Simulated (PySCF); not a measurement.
# `O=C1c2ccccc2C(=O)c2c(Cl)cccc21`, C14H7ClO2

Cartesian coordinates in Å; atom numbers follow the order of the lines, from 1:
```xyz
24

O    -0.244    2.664    0.380
C    -0.147    1.464    0.209
C    -1.327    0.586    0.125
C    -2.597    1.146    0.246
C    -3.725    0.350    0.172
C    -3.595   -1.017   -0.024
C    -2.339   -1.582   -0.146
C    -1.194   -0.792   -0.073
C     0.124   -1.456   -0.210
O     0.192   -2.657   -0.382
C     1.317   -0.579   -0.125
C     2.617   -1.091   -0.239
Cl    2.924   -2.763   -0.486
C     3.728   -0.255   -0.157
C     3.568    1.102    0.040
C     2.295    1.629    0.156
C     1.178    0.807    0.075
H    -2.672    2.212    0.399
H    -4.705    0.792    0.268
H    -4.473   -1.642   -0.083
H    -2.216   -2.644   -0.300
H     4.712   -0.687   -0.250
H     4.433    1.744    0.103
H     2.137    2.686    0.310
```

The calculation used quadratic response CAM-B3LYP/def2-SVPD first hyperpolarisability, Taylor convention, gas phase in PySCF. Geometry: GFN2-xTB.

**Question.** Give the tensor of the second harmonic β(−2ω;ω,ω) at 1064 nm in the axes of these coordinates.

**Answer.** In au, Taylor convention; rows are the first index (the induced dipole):
|  | xx | yy | zz | xy | xz | yz |
| --- | --- | --- | --- | --- | --- | --- |
| x | +202.9 | -24.6 | +1.7 | -146.9 | -26.5 | +1.6 |
| y | -129.6 | -89.7 | +7.8 | -28.7 | +0.5 | -14.4 |
| z | -24.0 | -14.5 | +3.4 | +1.0 | +1.7 | +6.9 |

Norm of βᵢ = ⅓ Σⱼ (βᵢⱼⱼ + βⱼᵢⱼ + βⱼⱼᵢ): 287.8 au, hyper-Rayleigh value 130.5 au.
